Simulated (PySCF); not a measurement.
The second ionisation energy along group 12

Calculated with PySCF 2.14 from differences of total energies of unrestricted determinants, without spin-orbit coupling. Values in eV. The last column holds reference values (NIST; (s) semi-empirical, (t) theoretical, else measured). Unmarked ones compare directly (S terms, centres of terms, or small fine structure); those marked * lie between the lowest fine-structure levels and include a spin-orbit shift.

```
                                                                                       element                       configurations     UHF     LDA     PBE    PBE0  r2SCAN  SCS-MP2 (valence)  reference
Zn (aug-cc-pVTZ-PP with one added diffuse shell each of s, p, d, f, g type with ECP10MDF, ECP)            [Ar] 3d10 4s1 → [Ar] 3d10  16.851  19.021  18.672  18.289  18.556             17.735     17.964
Cd (aug-cc-pVTZ-PP with one added diffuse shell each of s, p, d, f, g type with ECP28MDF, ECP)            [Kr] 4d10 5s1 → [Kr] 4d10  15.552  17.812  17.431  17.072  17.218             16.624     16.908
Hg (aug-cc-pVTZ-PP with one added diffuse shell each of s, p, d, f, g type with ECP60MDF, ECP)  [Xe] 4f14 5d10 6s1 → [Xe] 4f14 5d10  17.114  19.525  19.115  18.785  19.014             18.462     18.757
```

Which of these methods has the smallest mean absolute error against the measured values here?

PBE0, with 0.172 eV.

```tsv
method	elements	mean error (eV)	mean absolute error (eV)	largest error (eV)
UHF	3	-1.371	1.371	-1.643
LDA	3	0.909	0.909	1.056
PBE	3	0.530	0.530	0.708
PBE0	3	0.172	0.172	0.325
r2SCAN	3	0.386	0.386	0.591
SCS-MP2 (valence)	3	-0.270	0.270	-0.295
```

Errors include the incompleteness of the basis and the frozen core.

"Valence" correlates the outer s and p shells and, in groups 3 to 12 and the f block, the outer d or f shell, open or full, or the next shell where the ion has no valence electron left; the wider scheme adds the next inner shell.
